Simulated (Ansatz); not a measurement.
CH$_{3}$AlClFSe at its PBE0-D4/def2-TZVP geometry, where that method's forces vanish. The species carries charge 0 and has multiplicity 1. The bonds changed during the relaxation, so this is another structure than the one it started from.

```xyz
8

F    -0.0444   -0.5503    2.4472
Al   -0.5739   -0.5952    0.8857
C    -0.0255    0.8773   -0.2798
Cl    0.7142    2.3165    0.4030
Se    1.4419   -0.4362   -0.8057
H    -1.6171   -1.6703    0.4074
H    -0.5364    1.1428   -1.2012
H     0.6413   -1.0845   -1.8567
```

What forces (eV/Å) does PBE-D4/def2-TZVPP give on these atoms in Ansatz 0.2.0? (An estimate is asked.)

Ansatz gave: 
```
F1   0.162  0.008  0.494
Al2 -0.174 -0.068 -0.314
C3  -0.208  0.036  0.057
Cl4  0.128  0.292  0.132
Se5  0.435 -0.119  0.061
H6  -0.083 -0.084 -0.034
H7  -0.114  0.054 -0.201
H8  -0.147 -0.119 -0.195
```
